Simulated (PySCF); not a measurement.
Species: C₄H₅NOSi.
Structure used (PBE0-D3(BJ)/def2-SVP), in Å, numbered top down from 1:
```xyz
12
C4H5NOSi angstrom
N      2.7031    0.2749   -2.2138
C      2.0448   -0.0044   -1.3005
Si     0.9782   -0.5017    0.1473
C     -0.6767   -1.1392   -0.3792
C     -1.5663   -0.2311    0.0539
C     -1.0281    0.9563    0.7998
O      0.3711    0.8491    0.9203
H      1.8525   -1.3201    1.0225
H     -0.9655   -2.0316   -0.9370
H     -2.6477   -0.3057   -0.1120
H     -1.4840    1.0212    1.8054
H     -1.2926    1.8921    0.2720
```

Method used: PySCF 2.14.0, PBE0-D3(BJ)/def2-SVP geometry optimisation, gas phase.

Take the most abundant isotopes and a rigid rotor. 

Q: What are A, B and C (GHz)?

A: Ia = 107.03, Ib = 321.59, Ic = 355.14 u·Å²; 505379 MHz·u·Å²/I gives 4722, 1572 and 1423 MHz, that is A = 4.7219, B = 1.5715, C = 1.4231 GHz.

Q: What kind of rotor is it?

A: A near-prolate asymmetric top. Ray's parameter κ = (2B − A − C)/(A − C) = -0.910; −1 is the prolate and +1 the oblate limit.

Q: What does the inertial defect say?

A: Not planar: Δ = Ic − Ia − Ib = -73.48 u·Å². For a rigid frame Δ = −2 Σ m c², so Σ m c² = 36.74 u·Å² lies off the ab plane: 8.25 from hydrogen and 28.49 from heavier atoms. The atom farthest from that plane is 2.16 Å away.

Q: Give the other two planar moments, Paa and Pbb, and the rms extents of the mass along the axes.

A: Paa = Σ m a² = (Ib + Ic − Ia)/2 = 284.85 and Pbb = Σ m b² = (Ia + Ic − Ib)/2 = 70.29 u·Å². With the mass M = 111.01 u, the rms extents √(P/M) along a, b and c are 1.60, 0.80, 0.58 Å.

Q: Which types of transition are allowed, and where do some lines up to J = 5 fall?

A: The dipole components are |μa| = 4.33 D, |μb| = 1.29 D, |μc| = 0.65 D. Intensities carry the squares of the components, which stand as 1.00 : 0.09 : 0.02 (a : b : c). Some of the stronger lines:

```csv
type,branch,"J(Ka,Kc)",MHz,lower level (cm⁻¹)
a,Q,"4(1,3) ← 4(1,4)",1484,1.081
a,R,"1(0,1) ← 0(0,0)",2995,0.000
a,R,"2(1,2) ← 1(1,1)",5841,0.205
a,R,"2(0,2) ← 1(0,1)",5984,0.100
a,R,"3(0,3) ← 2(0,2)",8963,0.299
a,R,"3(2,2) ← 2(2,1)",8984,0.730
a,R,"3(2,1) ← 2(2,0)",9004,0.730
a,R,"4(1,4) ← 3(1,3)",11671,0.692
a,R,"4(0,4) ← 3(0,3)",11927,0.598
a,R,"4(3,2) ← 3(3,1)",11988,1.567
a,R,"4(1,3) ← 3(1,2)",12265,0.722
a,R,"5(1,5) ← 4(1,4)",14580,1.081
a,R,"5(2,4) ← 4(2,3)",14961,1.429
a,R,"5(4,2) ← 4(4,1)",14984,2.720
a,R,"5(4,1) ← 4(4,0)",14984,2.720
a,R,"5(2,3) ← 4(2,2)",15062,1.432
a,R,"5(1,4) ← 4(1,3)",15320,1.131
```

Q: Estimate the classical rotational partition function at 10 K, 50 K and 100 K.

A: Point group C1, symmetry number σ = 1; q = (√π/σ)·√((kT/h)³/(ABC)), k/h = 20836.6 MHz/K: 1640 at 10 K, 18300 at 50 K, 51900 at 100 K.

No frequency check. No vibrational averaging or centrifugal distortion is included, and the geometry carries the error of its method. Quadrupole hyperfine structure (14N) is left out.
